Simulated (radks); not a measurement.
Problem. Valence configurations of Ga (all share [Ar]). Method: scalar-relativistic Kohn-Sham, r2SCAN, spin-polarised, spherical densities, finite nucleus; open shells are filled with parallel spins first; meta-GGA in the generalised Kohn-Sham scheme; Fermi nuclear charge, rms radius 3.9973 fm; computed with a radial shooting solver on a logarithmic mesh with Libxc functionals. Order these by energy: 3d7 4s2 4p4; 3d9.5 4s2 4p1.5; 3d9 4s2 4p2; 3d10 4s2 4p1; 3d10 4s1 4p2; 3d9 4s1 4p3; 3d6.5 4s2 4p4.5; 3d8 4p5; 3d6 4s2 4p5; 3d8 4s2 4p3.

Solution. From the lowest, in eV above it: 3d10 4s2 4p1 0.000; 3d10 4s1 4p2 4.504; 3d9.5 4s2 4p1.5 9.065; 3d9 4s2 4p2 19.677; 3d9 4s1 4p3 24.039; 3d8 4s2 4p3 45.737; 3d8 4p5 65.655; 3d7 4s2 4p4 81.746; 3d6.5 4s2 4p4.5 102.40; 3d6 4s2 4p5 124.91. NIST lists [Ar] 3d10 4s2 4p1 as the ground configuration; this level of theory agrees among the configurations tried. The energies are those of spherical high-spin densities, not of single terms.
